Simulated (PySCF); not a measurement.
A structure optimised at PBE-D3(BJ)/def2-SVP, used in a PySCF frequency run:

```
Bi
C 1 2.2928
H 2 1.1058 1 107.32
H 2 1.1060 3 110.08 1 -119.40
H 2 1.1079 3 110.36 4 -121.84
C 1 2.2928 2 91.61 3 57.24
H 6 1.1058 1 107.32 2 -57.24
H 6 1.1060 7 110.08 1 119.40
H 6 1.1079 7 110.36 8 121.84
Cl 1 2.5119 2 93.99 3 -36.87
```
Charge 0, spin multiplicity 1.

**Question.** Write its SMILES, formula and point group.

**Answer.** [CH3][Bi]([CH3])[Cl], C₂H₆BiCl, Cs

**Question.** What are its rotational constants (standard atomic weights)?

**Answer.** 3.1926, 1.8308, 1.7170 GHz
